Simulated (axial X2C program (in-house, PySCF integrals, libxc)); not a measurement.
## Potential curves of AgB⁻, without spin–orbit coupling

Calculated with an in-house all-electron X2C program for linear molecules (integrals from PySCF). Spin-free means the one-electron spin-free X2C Hamiltonian. Basis: Ag dyall-acv3z [13s13p9d5f3g], B dyall-av3z [8s7p3d2f] (cores contracted in-house); Gaussian nuclei, density fitting, unrestricted open shells. Masses: Ag 106.905 u, B 11.009 u.

State: M_S = 1/2, Λ = 1 (beyond evenly filled blocks: π+α). Energies in eV from the fragments at the same level (Ag- + B). Fits are polynomials in 1 − R0/R over 0.85 to 1.23 times the lowest point R0.

```csv
R (Å),MP2,CCSD
1.9119,-1.6426,-1.1168
1.9749,-1.6991,-1.2231
2.0380,-1.7132,-1.2864
2.1010,-1.6965,-1.3170
2.1745,-1.6500,-1.3229
2.2481,-1.5840,-1.3057
2.3426,-1.4828,-1.2611
```

Correlated methods: 15 electrons correlated (number of frozen shells: Ag 4 s, 3 p, 1 d; B 1 s), 305 virtual spin orbitals or spinors in MP2, 90 natural virtuals in coupled cluster.

Occupations by symmetry block were frozen at the best pattern of an incomplete PBE0 search. De is counted from the lowest determinant-based energies of the atoms at the same level, without counterpoise correction. CCSD ran in a truncated set of natural virtual spinors with an MP2 remainder; without triples it tends to underbind. Coupled cluster ran on the points near the minimum only. MP2 and coupled cluster on one determinant become unreliable at the stretched end.

(1) What are Re, ωe and De at the MP2 level?

(2) Fit the CCSD curve near its minimum: give the equilibrium distance, the harmonic wavenumber and the well depth.

Answers

(1) At MP2, spin-free: Re = 2.032 Å, ωe ≈ 465 cm⁻¹, De = 1.71 eV to Ag- + B; Be follows as 0.409 cm⁻¹.

(2) At CCSD, spin-free: Re = 2.153 Å, ωe ≈ 358 cm⁻¹, De = 1.32 eV to Ag- + B; Be follows as 0.364 cm⁻¹.
